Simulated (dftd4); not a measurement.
C5H5, doublet, geometry from GFN2-xTB; D4 for b97d (dftd4 4.2.0).

Input for dftd4:
```
$ dftd4 mol.xyz --func b97d --charge 0 --json dftd4.json --noedisp

# file mol.xyz
10

C      0.63271514     1.00377510    -0.40823242
C     -0.64793927     1.06040529    -0.07785499
C     -1.05254388    -0.32906073     0.36072405
C      0.21826404    -1.11001148     0.20499239
C      1.19566152    -0.31001763    -0.24738771
H     -1.32339526     1.89236723    -0.09407463
H     -1.40643665    -0.32920901     1.39341395
H     -1.85258904    -0.72383046    -0.26838099
H      0.29005654    -2.15803073     0.43458780
H      2.21541917    -0.57184028    -0.45899413
```

Question: Predict the main parts of the log of this dftd4 run.

Answer: 
```
                    ____  _____ _____     ____  _  _
      -------------|  _ \|  ___|_   _|---|  _ \| || |------------
     |             | | | | |_    | | ___ | | | | || |_           |
     |             | |_| |  _|   | ||___|| |_| |__   _|          |
     |             |____/|_|     |_|     |____/   |_|            |
     |             ===================================           |
     |            E. Caldeweyher, S. Ehlert & S. Grimme          |
     |          Mulliken Center for Theoretical Chemistry        |
     |                    University of Bonn                     |
      -----------------------------------------------------------

Rational (Becke-Johnson) damping: b97d-D4-ATM
---------------------
  s6         1.0000
  s8         1.6946
  s9         1.0000
  a1         0.2890
  a2         4.1341
 alp        16.0000
--------------------

Dispersion energy:      -3.2557580300301E-02 Eh

[Info] JSON dump of results written to 'dftd4.json'
```
